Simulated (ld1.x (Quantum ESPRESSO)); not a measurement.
**Ru (Z = 44), TM: configuration errors across variants**

```json
{"Element": "ruthenium", "Generator": "ld1.x (Quantum ESPRESSO) 7.5", "Type": "norm-conserving Troullier–Martins (Kleinman–Bylander form)", "Functional": "PBE", "Relativity": "scalar-relativistic", "Frozen core": "[Kr]", "Valence charge": "8", "Reference configuration": "4d6 5s2 5p0", "Partial waves": "5s (bound): rc 2.35 bohr; 5p (bound, empty): rc 3.75 bohr; 4d (bound): rc 2.20 bohr", "Local potential": "all-electron potential smoothed inside 1.75 bohr (lloc = -1)", "Core correction": "Bessel-smoothed model core, default radius (core density twice the valence density)"}
```

All-electron excitation energies from the reference (eV): (1) 4d7 5s1 5p0 -1.701; (2) 4d7 5s0 5p0 5.592; (3) 4d6 5s0 5p0 23.778; (4) 4d5 5s0 5p0 54.400; (5) 4d7.5 5s0.5 5p0 -2.018; (6) 4d7 5s0.5 5p0 1.162; (7) 4d8 5s0 5p0 -2.033.

A true bound ghost makes a file unfit for plane-wave use even where its test errors are small: the radial tests pick states by their node count and pass the ghost by.

Errors AE − PS in meV (a dash: test not solved or not reliable):

| change | (1) | (2) | (3) | (4) | (5) | (6) | (7) | bound ghosts |
| --- | --- | --- | --- | --- | --- | --- | --- | --- |
| base | -76 | -141 | -42 | -106 | -150 | -104 | -231 | s |
| wave 4d (bound): rc 2.20 bohr becomes 4d (bound): rc 1.40 bohr | -83 | -157 | -47 | -101 | -162 | -115 | -248 | s |
| wave 4d (bound): rc 2.20 bohr becomes 4d (bound): rc 1.72 bohr | -83 | -156 | -46 | -102 | -161 | -114 | -247 | s |
| wave 4d (bound): rc 2.20 bohr becomes 4d (bound): rc 2.08 bohr | -79 | -147 | -43 | -105 | -154 | -108 | -237 | s |
| wave 4d (bound): rc 2.20 bohr becomes 4d (bound): rc 2.66 bohr | -51 | -91 | -42 | -118 | -103 | -68 | -163 | s |
| wave 4d (bound): rc 2.20 bohr becomes 4d (bound): rc 2.98 bohr | -24 | -44 | -52 | -121 | -50 | -31 | -83 | s |
| wave 4d (bound): rc 2.20 bohr becomes 4d (bound): rc 3.34 bohr | +32 | +34 | -84 | -101 | +59 | +38 | +85 | s |

**Question.** Give the same row for: wave 4d (bound): rc 2.20 bohr becomes 4d (bound): rc 2.40 bohr.

**Answer.** -70, -128, -41, -110, -139, -95, -215; bound ghosts: s.
